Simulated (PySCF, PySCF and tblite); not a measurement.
A run on one conformer of C6H8ClNO, numbered as in [CH3:1][CH:2]([CH3:3])[c:4]1[n:5][cH:6][c:7]([Cl:8])[o:9]1, from an ensemble study. The sound level was CAM-B3LYP/pcSseg-1 (IEF-PCM, tetrahydrofuran) on GFN2-xTB geometries.

Input:

```
{"job": {"xc": "B3LPY", "basis": "cc-pVDZ", "kind": "nmr", "pop": false}, "charge": 0, "multiplicity": 1}
C     -1.342891     1.210406     0.877691
C     -0.915495     0.335912    -0.303274
C     -1.732746    -0.957340    -0.344744
C      0.532443     0.007713    -0.183184
N      1.108755    -0.639418     0.780108
C      2.431917    -0.694507     0.456309
C      2.598904    -0.053732    -0.732313
Cl     3.958755     0.248019    -1.699780
O      1.392245     0.397833    -1.148253
H     -0.782114     2.141832     0.889900
H     -1.158821     0.681355     1.808506
H     -2.402052     1.442716     0.803156
H     -1.050018     0.887760    -1.238717
H     -1.556317    -1.529445     0.561763
H     -2.791943    -0.725097    -0.418902
H     -1.448660    -1.564785    -1.200570
H      3.151040    -1.177191     1.082395
```

Command: OMP_NUM_THREADS=1 python ens_run.py task.json out

Output:

```
KeyError: "LibXCFunctional: name 'B3LPY' not found."
```

Task: What is wrong with this calculation?

Result: The setting at fault: functional unknown or not served for shieldings. B3LPY is no functional's name. (The basis set and solvent model also differ from the sound level's.) The input was rejected before any iteration.
